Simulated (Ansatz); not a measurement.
Born–Oppenheimer molecular dynamics of C3H9BFN (15 atoms, charge 0, multiplicity 1). It starts from a rough guess of a transition structure, not a stationary point.

Theory: Ansatz 0.2.0, UKS PBE0-D4/STO-3G.

```yaml
ensemble: NVE (velocity Verlet)
time_step: 0.5 fs
steps_asked: 150
starting_velocities_drawn_for: 300 K
seed: 475848
```

Frames 1 fs apart, positions in Å.

Velocities at 5.0 fs (Å/ps):

```
B 4.90 -8.93 9.14
C 2.98 -5.85 -7.69
N 7.48 5.20 -6.47
C -5.47 -2.52 0.72
C -1.56 4.17 2.72
H -12.88 116.90 65.75
F -1.88 -0.83 -1.54
H -14.86 -8.86 2.52
H 0.03 1.05 -10.10
H -5.41 -1.62 -6.71
H -6.22 0.22 1.62
H -9.88 -5.50 1.45
H -7.05 -10.14 4.62
H -11.83 12.06 0.83
H -4.62 -15.14 11.63
```

```xyz
15
Properties=species:S:1:pos:R:3 time_fs=5.0 energy_less_start_eV=-0.836 T=793
B 1.020 -0.255 -0.203
C 0.276 -1.771 0.596
N 0.244 0.895 -0.616
C -0.975 1.079 -1.372
C 0.126 0.940 0.857
H 0.305 0.004 1.256
F 2.327 -0.306 -0.261
H 0.748 -2.204 1.510
H 0.515 -2.580 -0.109
H -0.834 -1.740 0.674
H -0.721 0.746 -2.403
H -1.185 2.172 -1.390
H -1.847 0.523 -0.951
H -0.903 1.004 1.278
H 0.820 1.599 1.432
15
Properties=species:S:1:pos:R:3 time_fs=6.0 energy_less_start_eV=-0.716 T=728
B 1.024 -0.267 -0.194
C 0.279 -1.776 0.587
N 0.252 0.900 -0.622
C -0.980 1.076 -1.371
C 0.123 0.947 0.861
H 0.298 0.101 1.333
F 2.325 -0.307 -0.262
H 0.731 -2.207 1.512
H 0.513 -2.580 -0.121
H -0.835 -1.741 0.668
H -0.730 0.747 -2.400
H -1.197 2.164 -1.389
H -1.853 0.514 -0.949
H -0.914 1.020 1.275
H 0.812 1.587 1.440
15
Properties=species:S:1:pos:R:3 time_fs=7.0 energy_less_start_eV=-1.018 T=904
B 1.028 -0.283 -0.185
C 0.284 -1.781 0.576
N 0.262 0.905 -0.627
C -0.986 1.074 -1.371
C 0.118 0.959 0.866
H 0.305 0.143 1.436
F 2.324 -0.307 -0.264
H 0.712 -2.198 1.513
H 0.508 -2.580 -0.137
H -0.828 -1.740 0.663
H -0.745 0.748 -2.396
H -1.211 2.154 -1.389
H -1.856 0.507 -0.951
H -0.922 1.046 1.265
H 0.801 1.585 1.440
15
Properties=species:S:1:pos:R:3 time_fs=8.0 energy_less_start_eV=-1.432 T=1147
B 1.030 -0.303 -0.177
C 0.289 -1.785 0.564
N 0.272 0.909 -0.630
C -0.992 1.071 -1.371
C 0.111 0.976 0.872
H 0.322 0.139 1.554
F 2.323 -0.308 -0.265
H 0.692 -2.178 1.512
H 0.500 -2.584 -0.156
H -0.813 -1.738 0.659
H -0.764 0.748 -2.392
H -1.229 2.143 -1.389
H -1.856 0.503 -0.956
H -0.927 1.082 1.246
H 0.789 1.603 1.434
15
Properties=species:S:1:pos:R:3 time_fs=9.0 energy_less_start_eV=-1.602 T=1250
B 1.030 -0.327 -0.169
C 0.295 -1.788 0.549
N 0.284 0.912 -0.633
C -0.999 1.067 -1.371
C 0.102 0.995 0.880
H 0.342 0.118 1.664
F 2.322 -0.308 -0.267
H 0.673 -2.152 1.511
H 0.491 -2.590 -0.176
H -0.793 -1.732 0.654
H -0.786 0.748 -2.392
H -1.249 2.134 -1.390
H -1.855 0.499 -0.965
H -0.932 1.128 1.221
H 0.779 1.642 1.421
15
Properties=species:S:1:pos:R:3 time_fs=10.0 energy_less_start_eV=-1.649 T=1280
B 1.028 -0.354 -0.161
C 0.302 -1.790 0.533
N 0.296 0.915 -0.634
C -1.005 1.063 -1.370
C 0.093 1.013 0.892
H 0.358 0.102 1.749
F 2.322 -0.309 -0.269
H 0.660 -2.120 1.510
H 0.481 -2.597 -0.195
H -0.774 -1.723 0.648
H -0.810 0.746 -2.396
H -1.270 2.127 -1.390
H -1.853 0.495 -0.973
H -0.939 1.180 1.192
H 0.770 1.701 1.402
15
Properties=species:S:1:pos:R:3 time_fs=11.0 energy_less_start_eV=-1.740 T=1334
B 1.024 -0.384 -0.153
C 0.309 -1.791 0.515
N 0.310 0.916 -0.633
C -1.010 1.059 -1.369
C 0.085 1.030 0.907
H 0.365 0.103 1.800
F 2.322 -0.309 -0.270
H 0.653 -2.087 1.510
H 0.471 -2.607 -0.212
H -0.760 -1.711 0.639
H -0.834 0.742 -2.404
H -1.293 2.122 -1.389
H -1.854 0.488 -0.980
H -0.951 1.238 1.160
H 0.761 1.775 1.377
15
Properties=species:S:1:pos:R:3 time_fs=12.0 energy_less_start_eV=-1.937 T=1452
B 1.018 -0.414 -0.145
C 0.318 -1.791 0.495
N 0.323 0.917 -0.631
C -1.015 1.054 -1.368
C 0.077 1.047 0.926
H 0.363 0.128 1.815
F 2.323 -0.310 -0.271
H 0.652 -2.055 1.508
H 0.462 -2.617 -0.223
H -0.753 -1.694 0.628
H -0.858 0.738 -2.413
H -1.315 2.118 -1.387
H -1.858 0.477 -0.984
H -0.969 1.299 1.129
H 0.747 1.854 1.344
15
Properties=species:S:1:pos:R:3 time_fs=13.0 energy_less_start_eV=-2.211 T=1613
B 1.011 -0.445 -0.139
C 0.327 -1.791 0.475
N 0.337 0.916 -0.627
C -1.019 1.049 -1.367
C 0.070 1.065 0.948
H 0.351 0.178 1.795
F 2.323 -0.311 -0.272
H 0.659 -2.024 1.502
H 0.454 -2.628 -0.230
H -0.752 -1.673 0.613
H -0.880 0.735 -2.422
H -1.335 2.113 -1.383
H -1.865 0.462 -0.983
H -0.989 1.361 1.098
H 0.726 1.931 1.305
15
Properties=species:S:1:pos:R:3 time_fs=14.0 energy_less_start_eV=-2.421 T=1735
B 1.003 -0.475 -0.135
C 0.335 -1.789 0.454
N 0.350 0.914 -0.622
C -1.022 1.044 -1.366
C 0.065 1.083 0.971
H 0.328 0.252 1.745
F 2.323 -0.312 -0.273
H 0.672 -1.996 1.490
H 0.450 -2.640 -0.231
H -0.753 -1.651 0.594
H -0.900 0.732 -2.428
H -1.352 2.106 -1.377
H -1.872 0.445 -0.979
H -1.006 1.419 1.070
H 0.696 1.999 1.262
15
Properties=species:S:1:pos:R:3 time_fs=15.0 energy_less_start_eV=-2.291 T=1655
B 0.997 -0.504 -0.132
C 0.343 -1.788 0.433
N 0.362 0.910 -0.615
C -1.025 1.038 -1.364
C 0.060 1.103 0.994
H 0.299 0.337 1.681
F 2.323 -0.313 -0.274
H 0.689 -1.972 1.471
H 0.448 -2.654 -0.229
H -0.751 -1.627 0.572
H -0.917 0.731 -2.429
H -1.366 2.096 -1.369
H -1.877 0.428 -0.972
H -1.014 1.469 1.045
H 0.659 2.054 1.216
15
Properties=species:S:1:pos:R:3 time_fs=16.0 energy_less_start_eV=-1.760 T=1347
B 0.991 -0.529 -0.133
C 0.349 -1.786 0.413
N 0.374 0.905 -0.606
C -1.028 1.031 -1.363
C 0.054 1.128 1.015
H 0.272 0.406 1.630
F 2.322 -0.315 -0.274
H 0.710 -1.953 1.445
H 0.450 -2.670 -0.223
H -0.745 -1.604 0.545
H -0.930 0.732 -2.426
H -1.375 2.084 -1.359
H -1.876 0.412 -0.963
H -1.012 1.508 1.024
H 0.617 2.093 1.174
```

Of the whole run (75 fs, mean temperature of the second half 1685 K): The conserved energy stayed within 0.91 meV per atom of its start (net change 0.08 meV per atom), so the integration is sound. The system heated up, since it started high on the potential surface and ran downhill. A run of 0.075 ps of so small a system gives no equilibrium averages. The orbitals stay closed-shell, which can raise the energy where a bond breaks towards radicals; this wasn't checked here. Limits of this set-up: minimal basis.

Time of the run: 10 min on 1 thread of Arm Neoverse V2 (shared host), peak memory 0.15 GiB.
